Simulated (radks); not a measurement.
Question: These are the eigenvalues of the occupied orbitals of an atom or ion with whole-number occupations (eV). All-electron calculation, scalar-relativistic Kohn-Sham, PBE, spin-unpolarised, spherical densities, finite nucleus; Fermi nuclear charge, rms radius of each element as measured or else 0.836 A^(1/3) + 0.57 fm. Program: a radial shooting solver on a logarithmic mesh with Libxc functionals.

orbital  eigenvalue
1s        -59293.96
2s        -10018.92
2p        -8849.436
3s        -2264.694
3p        -1910.423
3d        -1472.788
4s        -459.9919
4p        -343.6646
4d        -189.0830
5s         -70.4186
5p         -42.8482
4f         -20.3646
6s         -11.1228
7s          -2.1727

Which element is it, and in what charge state? The configuration may be excited.

Answer: Z = 69, thulium, charge 0: Tm in [Kr] 4d10 4f13 5s2 5p4 6s2 7s2. The list shows which subshells hold electrons but not how many an open one holds; the 1s level, -2179 hartree, gives Z - s = 66.0 by -(Z - s)^2/2, which with screening and relativity narrows Z to a few neighbours, and the depths of the outer levels then fix element, charge and occupations together.
